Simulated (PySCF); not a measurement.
Sn(F)(SiH3) (FH₃SiSn), SMILES [F][Sn][SiH3] (connectivity only; charge and spin as stated), neutral, multiplicity 1.

The structure is a stationary point at B3LYP-D3(BJ)/def2-SVP. The def2 effective core potentials stand for the cores of Sn; spin–orbit coupling is left out.

The numbers are results of TDA-CAM-B3LYP/def2-SVPD run with PySCF, not measurements.

Vertical excitations.  State labels are in the subgroup Cs.

Computed lowest excited states:
```csv
state,symmetry,energy (eV),λ (nm),f,main pairs
S1,A",2.09,594,0.005,HOMO→LUMO 99 %
S2,A',4.32,287,0.025,HOMO→LUMO+1 93 %
S3,A",5.82,213,0.029,"HOMO−1→LUMO 50 %, HOMO−3→LUMO 42 %"
S4,A',5.85,212,0.356,"HOMO→LUMO+2 53 %, HOMO→LUMO+3 34 %, HOMO−2→LUMO 10 %"
S5,A',6.09,203,0.150,"HOMO→LUMO+3 54 %, HOMO−2→LUMO 30 %, HOMO→LUMO+2 11 %"
S6,A",6.11,203,0.012,"HOMO−3→LUMO 46 %, HOMO−1→LUMO 40 %, HOMO−5→LUMO 8 %"
S7,A',6.33,196,0.656,"HOMO−2→LUMO 55 %, HOMO→LUMO+2 27 %"
S8,A",6.36,195,0.002,HOMO−5→LUMO 82 %
S9,A",6.60,188,0.072,HOMO→LUMO+4 80 %
S10,A',6.74,184,0.027,HOMO−4→LUMO 78 %
T1,A",1.33,935,0,HOMO→LUMO 98 %
T2,A',3.56,348,0,HOMO→LUMO+1 97 %
T3,A',4.64,267,0,HOMO→LUMO+2 84 %
T4,A",4.78,259,0,"HOMO−3→LUMO 78 %, HOMO−1→LUMO 13 %"
```
Triplets are in the Tamm–Dancoff approximation.
